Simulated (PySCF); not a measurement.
# GePb⁺: from constants to spectrum

UHF-CCSD(T) constants of GePb⁺, ⁴Σ⁻ (quartet), unpaired electrons σ ↑, π ↑↑ (basis Ge cc-pVDZ-PP with ECP10, Pb cc-pVDZ-PP with ECP60; scalar-relativistic core potentials; PySCF 2.14; masses 73.9212 and 207.9766 u):

| Quantity | Value |
| --- | --- |
| ωe | 180.7 cm⁻¹ |
| ωexe | 0.5 cm⁻¹ |
| Be | 0.042244 cm⁻¹ |
| αe | 0.000147 cm⁻¹ |
| D (centrifugal) | 9.23e-09 cm⁻¹ |

Question: Give the vibrational terms G(v) and spacings up to v = 6.

Answer: G(v) = ωe(v+½) − ωexe(v+½)².

```
v  G(v) (cm⁻¹)  G(v) − G(v−1)  Bv (cm⁻¹)
0         90.2                   0.04217
1        269.9          179.7    0.04202
2        448.6          178.7    0.04188
3        626.3          177.7    0.04173
4        803.0          176.7    0.04158
5        978.7          175.7    0.04144
6       1153.4          174.7    0.04129
```

Correlated steps freeze 8 core orbitals. These are scalar-relativistic numbers at best; spin–orbit coupling would shift them, the dissociation energy most. The state was picked by a PBE0 search and need not be the measured ground state.
